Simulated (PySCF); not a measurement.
Computed Raman spectrum (relative Raman activity) of a molecule C3H9BO. Coordinates come from a B3LYP-D3(BJ)/def2-SVP optimisation. The values are those of a single conformer. All values below come from PySCF with B3LYP-D3(BJ)/def2-SVP. No scaling factor is applied to the harmonic values.

Lines under 2 % of the strongest are left out, and lines within 2 cm⁻¹ are merged.

ν (cm⁻¹): 757 (w), 878 (vw), 925 (vw), 973 (vw), 1124 (vw), 1175 (vw), 1185 (vw), 1315 (vw), 1385 (vw), 1462 (m), 1483 (w), 1486 (w), 2578 (s), 2974 (s), 3004 (s), 3015 (vs), 3075 (m), 3085 (vs), 3108 (s), 3801 (s) (against the strongest line: vs over 80 %, s over 45 %, m over 15 %, w over 4 %, vw less)

### Question
Pick the molecule that these values belong to.
(A) CCCBO
(B) CC(C)BO
(C) CCB(C)O
(D) CCBOC

### Answer
B, CC(C)BO
